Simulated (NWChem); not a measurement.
Molecule: AlN₂H₅; SMILES [NH2][AlH][NH2]

```xyz
8

Al     0.0000     0.0000    -0.4903
H      0.0000     0.0000    -2.0747
N     -1.5438    -0.0001     0.3866
H     -2.4480     0.0029    -0.0712
H     -1.6712    -0.0036     1.3918
N      1.5438     0.0001     0.3866
H      1.6712     0.0036     1.3918
H      2.4480    -0.0029    -0.0712
```
Atoms are numbered in this order, from 1.

Geometry: optimised at PBE0/def2-SVP.

 Unshifted, non-relativistic core excitations; the lowest 4 roots alone, so stronger bands may lie above.

Question: List the first Al K-edge excitations from BHandHLYP/def2-TZVP, restricted-window TDA (NWChem).

Answer: 
```tsv
state	energy (eV)	dipole oscillator strength	leading excitation (squared amplitude)
S1	1545.5	0.0074	1s of atom 1 or its equivalents → LUMO+1 (0.88)
S2	1546.5	0.0000	1s of atom 1 or its equivalents → LUMO (0.75)
S3	1547.6	0.0020	1s of atom 1 or its equivalents → LUMO+2 (0.84)
S4	1548.6	0.0030	1s of atom 1 or its equivalents → LUMO+4 (0.37)
```
